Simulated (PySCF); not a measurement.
# `[CH3][GeH2]/[CH]=C1/[C@H](F)[C@H]1Cl`, C$_{5}$H$_{8}$ClFGe

Molfile (atoms numbered from 1):
```
C5H8ClFGe
     RDKit          3D

 16 16  0  0  0  0  0  0  0  0999 V2000
    2.2815    0.8853    0.4731 C   0  0  0  0  0  0  0  0  0  0  0  0
    1.6767   -0.9204   -0.0079 Ge  0  0  0  0  0  4  0  0  0  0  0  0
   -0.1765   -1.2496    0.5554 C   0  0  0  0  0  0  0  0  0  0  0  0
   -1.1763   -0.4489    0.2728 C   0  0  0  0  0  0  0  0  0  0  0  0
   -2.5988   -0.0942    0.3808 C   0  0  2  0  0  0  0  0  0  0  0  0
   -3.5295   -0.7940   -0.3335 F   0  0  0  0  0  0  0  0  0  0  0  0
   -1.6321    0.7753   -0.3907 C   0  0  1  0  0  0  0  0  0  0  0  0
   -1.2051    2.3516    0.2772 Cl  0  0  0  0  0  0  0  0  0  0  0  0
    1.6567    1.6329   -0.0080 H   0  0  0  0  0  0  0  0  0  0  0  0
    2.2205    1.0333    1.5484 H   0  0  0  0  0  0  0  0  0  0  0  0
    3.3108    1.0446    0.1626 H   0  0  0  0  0  0  0  0  0  0  0  0
    2.5164   -1.9824    0.6449 H   0  0  0  0  0  0  0  0  0  0  0  0
    1.7675   -1.1403   -1.4920 H   0  0  0  0  0  0  0  0  0  0  0  0
   -0.3865   -2.1444    1.1286 H   0  0  0  0  0  0  0  0  0  0  0  0
   -3.0245    0.2514    1.3166 H   0  0  0  0  0  0  0  0  0  0  0  0
   -1.7084    0.8086   -1.4698 H   0  0  0  0  0  0  0  0  0  0  0  0
  1  2  1  0
  2  3  1  0
  3  4  2  0
  4  5  1  0
  5  6  1  0
  5  7  1  0
  7  8  1  0
  7  4  1  0
  1  9  1  0
  1 10  1  0
  1 11  1  0
  2 12  1  0
  2 13  1  0
  3 14  1  0
  5 15  1  1
  7 16  1  6
M  END
```

Theory: TDDFT B3LYP/def2-SVPD circular dichroism and optical rotation, one conformer, gas phase in PySCF. Geometry: GFN2-xTB.

The molecule is flexible and this is one conformer; a measurement averages over conformers. The calculation is non-relativistic, which matters for the atoms heavier than Zn.

Draw the ECD and absorption spectra from the lowest 12 states, each a Gaussian of half-width 0.25 eV at 1/e height.


| E (eV) | λ (nm) | Δε (L mol⁻¹ cm⁻¹) | ε (L mol⁻¹ cm⁻¹) |
| --- | --- | --- | --- |
| 4.34 | 286 | -0.21 | 7.19 |
| 4.49 | 276 | -1.59 | 55.5 |
| 4.64 | 267 | -6.01 | 210 |
| 4.79 | 259 | -11.18 | 400 |
| 4.94 | 251 | -10.64 | 406 |
| 5.09 | 244 | -5.68 | 253 |
| 5.24 | 237 | -2.01 | 126 |
| 5.39 | 230 | -0.66 | 293 |
| 5.54 | 224 | -1.48 | 2110 |
| 5.69 | 218 | -5.68 | 8260 |
| 5.84 | 212 | -12.20 | 15800 |
| 5.99 | 207 | -17.14 | 15100 |
| 6.14 | 202 | -20.48 | 8220 |
| 6.29 | 197 | -20.28 | 4360 |
| 6.44 | 193 | -14.28 | 3310 |
| 6.59 | 188 | -7.60 | 2640 |
| 6.74 | 184 | -6.17 | 3570 |
| 6.89 | 180 | -7.91 | 5200 |
| 7.04 | 176 | -6.57 | 4900 |
| 7.19 | 173 | +1.72 | 4540 |

Δε uses R in velocity form, ε uses f in length form. Only the states computed contribute, so the short-wavelength end is incomplete.
